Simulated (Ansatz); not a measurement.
`O[SiH2][NH][GeH3]` + HCl → `Cl[SiH2][NH][GeH3]` + H₂O  (ligand exchange at the Si–O bond)

Isolated molecules relaxed with PBE0-D4/def2-TZVP in Ansatz; ΔE leaves out vibrations. CCSD(T)/CBS adds triple-zeta CCSD(T) − MP2 to the extrapolated MP2 energy (def2 sets, frozen cores). This one scheme is used for every species. Functionals use def2-TZVPP. B3LYP here is the variant with VWN-RPA as its local correlation; programs differ in this. For Ge outer-core shells are correlated without core-valence functions, which leaves a few kJ/mol of doubt a bond. Scalar relativity is left out up to krypton. Each species was taken in one conformer, which may not be the lowest.

| species | B3LYP-D4 energy (Eh) |
| --- | --- |
| `O[SiH2][NH][GeH3]` | -2500.91759 |
| HCl | -460.83661 |
| `Cl[SiH2][NH][GeH3]` | -2885.28889 |
| H₂O | -76.46698 |

Q: Work out ΔE.

A: ΔE = (-2885.28889) + (-76.46698) − (-2500.91759) − (-460.83661) = -0.00167 Eh = -1.0 kcal/mol. CCSD(T)/CBS gives -1.7 kcal/mol.

Largest T1 diagnostic among the species: 0.011.

The D4 term adds −0.8 kcal/mol with B3LYP and −0.4 kcal/mol with PBE0; it sums over pairs of atoms, weighted by their polarisabilities, and B3LYP, whose exchange is more repulsive, gets the larger term.
